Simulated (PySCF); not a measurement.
H4OSeSi (SMILES O[SiH2][SeH]), singlet, at a GFN2-xTB geometry; LC-WPBE/6-31G, TDA in PySCF.

PySCF was given this input:
```python
from pyscf import gto, scf, dft, tdscf

mol = gto.Mole()
mol.atom = '''
    Si   -1.20999524    0.03846330    0.39966471
    O    -1.32116025    1.60352272    0.78392258
    Se    0.89503003   -0.43505102   -0.40515240
    H    -1.41286140   -0.61634235    1.67613236
    H    -2.07905250   -0.35026730   -0.70042245
    H    -1.03458639    2.30788652    0.20689369
    H     1.60469457    0.08378963    0.72589132
'''
mol.basis = '6-31g'
mol.verbose = 4
mol.build()

mf = dft.RKS(mol)
mf.xc = 'lc_wpbe'
mf.kernel()
td = mf.TDA()
td.nstates = 5
td.conv_tol = 1e-3
td.kernel()
td.analyze()
```

What the program printed (banner, timings and long lists left out):

```
PySCF version 2.14.0

[INPUT] verbose = 4
[INPUT] num. atoms = 7
[INPUT] num. electrons = 60
[INPUT] charge = 0
[INPUT] spin (= nelec alpha-beta = 2S) = 0
[INPUT] symmetry False subgroup None
[INPUT] Mole.unit = angstrom
[INPUT] Symbol           X                Y                Z      unit          X                Y                Z       unit  Magmom
[INPUT]  1 Si    -1.209995240000   0.038463300000   0.399664710000 AA   -2.286559615627   0.072685102847   0.755256843554 Bohr   0.0
[INPUT]  2 O     -1.321160250000   1.603522720000   0.783922580000 AA   -2.496631039162   3.030218775318   1.481398979062 Bohr   0.0
[INPUT]  3 Se     0.895030030000  -0.435051020000  -0.405152400000 AA    1.691361629961  -0.822127278013  -0.765627074710 Bohr   0.0
[INPUT]  4 H     -1.412861400000  -0.616342350000   1.676132360000 AA   -2.669921097970  -1.164718240471   3.167431108921 Bohr   0.0
[INPUT]  5 H     -2.079052500000  -0.350267300000  -0.700422450000 AA   -3.928839823592  -0.661909267391  -1.323606601997 Bohr   0.0
[INPUT]  6 H     -1.034586390000   2.307886520000   0.206893690000 AA   -1.955084929302   4.361273449376   0.390972411001 Bohr   0.0
[INPUT]  7 H      1.604694570000   0.083789630000   0.725891320000 AA    3.032433250877   0.158339452779   1.371735790999 Bohr   0.0

nuclear repulsion = 246.362430238313
number of shells = 31
number of NR pGTOs = 174
number of NR cGTOs = 57
basis = 6-31g
ecp = {}

******** <class 'pyscf.dft.rks.RKS'> ********
method = RKS
initial guess = minao
damping factor = 0
level_shift factor = 0
DIIS = <class 'pyscf.scf.diis.CDIIS'>
diis_start_cycle = 1
diis_space = 8
diis_damp = 0
SCF conv_tol = 1e-09
SCF conv_tol_grad = None
SCF max_cycles = 50
direct_scf = True
direct_scf_tol = 1e-13
XC library pyscf.dft.libxc version 7.1.2
    S. Lehtola, C. Steigemann, M. J. T. Oliveira, and M. A. L. Marques,  SoftwareX 7, 1–5 (2018)
XC functionals = lc_wpbe
    O. A. Vydrov and G. E. Scuseria,  J. Chem. Phys. 125, 234109 (2006)
radial grids:
    Treutler-Ahlrichs [JCP 102, 346 (1995); DOI:10.1063/1.469408] (M4) radial grids

becke partition: Becke, JCP 88, 2547 (1988); DOI:10.1063/1.454033
pruning grids: <function nwchem_prune>
grids dens level: 3
symmetrized grids: False
atomic radii adjust function: <function treutler_atomic_radii_adjust>
small_rho_cutoff = 0
Set gradient conv threshold to 3.16228e-05
Initial guess from minao.
tot grids = 92920
init E= -2767.05183326435
  HOMO = -0.327100564065711  LUMO = 0.0287125420150822  gap/eV = 9.68217
cycle= 1 E= -2767.66930876869  delta_E= -0.617  |g|= 0.669  |ddm|=  2.4
  HOMO = -0.310872985602663  LUMO = 0.0850983810578954  gap/eV = 10.77493
cycle= 2 E= -2767.68962589975  delta_E= -0.0203  |g|= 0.678  |ddm|= 1.15
  HOMO = -0.353240779502183  LUMO = 0.0849766128388043  gap/eV = 11.92450
cycle= 3 E= -2767.77036608852  delta_E= -0.0807  |g|= 0.0546  |ddm|= 0.506
  HOMO = -0.363859366807342  LUMO = 0.0918250054248366  gap/eV = 12.39980
cycle= 4 E= -2767.77115414743  delta_E= -0.000788  |g|= 0.0236  |ddm|= 0.0983
  HOMO = -0.360157531514341  LUMO = 0.093179054416384  gap/eV = 12.33592
cycle= 5 E= -2767.77125244704  delta_E= -9.83e-05  |g|= 0.00484  |ddm|= 0.0303
  HOMO = -0.359492153993952  LUMO = 0.0931925107641094  gap/eV = 12.31818
cycle= 6 E= -2767.77126013115  delta_E= -7.68e-06  |g|= 0.000902  |ddm|= 0.011
  HOMO = -0.35983004324312  LUMO = 0.0931678721665286  gap/eV = 12.32670
cycle= 7 E= -2767.77126095001  delta_E= -8.19e-07  |g|= 0.000203  |ddm|= 0.00407
  HOMO = -0.359798888503926  LUMO = 0.0931775177759926  gap/eV = 12.32612
cycle= 8 E= -2767.77126100701  delta_E= -5.7e-08  |g|= 4.34e-05  |ddm|= 0.00108
  HOMO = -0.359810764708949  LUMO = 0.0931766251344279  gap/eV = 12.32641
cycle= 9 E= -2767.77126100957  delta_E= -2.56e-09  |g|= 7.17e-06  |ddm|= 0.000259
  HOMO = -0.359808940935878  LUMO = 0.093177899617499  gap/eV = 12.32640
cycle= 10 E= -2767.77126100962  delta_E= -4.23e-11  |g|= 1.54e-06  |ddm|= 3.49e-05
  HOMO = -0.359809456009732  LUMO = 0.0931775202664937  gap/eV = 12.32640
Extra cycle  E= -2767.77126100962  delta_E= -7.28e-12  |g|= 7.29e-07  |ddm|= 5.59e-06
converged SCF energy = -2767.77126100962

******** <class 'pyscf.tdscf.rks.TDA'> for <class 'pyscf.dft.rks.RKS'> ********
nstates = 5 singlet
deg_eia_thresh = 1.000e-03
wfnsym = None
conv_tol = 0.001
eigh lindep = 1e-12
eigh level_shift = 0
eigh max_cycle = 100

Excitation energies (eV)
[6.45499474 6.92883776 7.59317784 7.97893989 8.43609446]

** Singlet excitation energies and oscillator strengths **
Excited State   1:      6.45499 eV    192.07 nm  f=0.0159
      30 -> 31        0.41102
      30 -> 32       -0.42191
      30 -> 33        0.37665
Excited State   2:      6.92884 eV    178.94 nm  f=0.0008
      30 -> 31       -0.45767
      30 -> 33        0.51325
      30 -> 34       -0.11246
Excited State   3:      7.59318 eV    163.28 nm  f=0.0013
      29 -> 31       -0.31826
      30 -> 31        0.28261
      30 -> 32        0.48481
      30 -> 33        0.25546
Excited State   4:      7.97894 eV    155.39 nm  f=0.0092
      28 -> 31       -0.12153
      28 -> 32       -0.16718
      29 -> 31       -0.28589
      29 -> 32       -0.56261
      30 -> 32       -0.11359
Excited State   5:      8.43609 eV    146.97 nm  f=0.0899
      28 -> 31       -0.22201
      28 -> 32       -0.36016
      29 -> 31        0.29063
      29 -> 33       -0.44499

** Transition electric dipole moments (AU) **
state          X           Y           Z        Dip. S.      Osc.
  1        -0.0229     -0.2863      0.1338      0.1004      0.0159
  2         0.0450      0.0350     -0.0385      0.0047      0.0008
  3        -0.0218      0.0668     -0.0481      0.0072      0.0013
  4        -0.1885      0.0437     -0.0990      0.0472      0.0092
  5        -0.4911      0.2033      0.3906      0.4351      0.0899

** Transition velocity dipole moments (imaginary part, AU) **
state          X           Y           Z        Dip. S.      Osc.
  1        -0.0051     -0.0761      0.0391      0.0073      0.0206
  2         0.0007      0.0583     -0.0307      0.0043      0.0114
  3         0.0316      0.0193     -0.0182      0.0017      0.0041
  4        -0.1274     -0.0091     -0.0434      0.0182      0.0414
  5        -0.1438      0.0560      0.0913      0.0321      0.0691

** Transition magnetic dipole moments (imaginary part, AU) **
state          X           Y           Z
  1         0.1768     -0.0900     -0.3116
  2         0.2700     -0.1954     -0.2147
  3         0.1489     -0.1447     -0.4485
  4        -0.0968      0.0251     -0.9826
  5         0.8516      0.5567     -0.3558
```
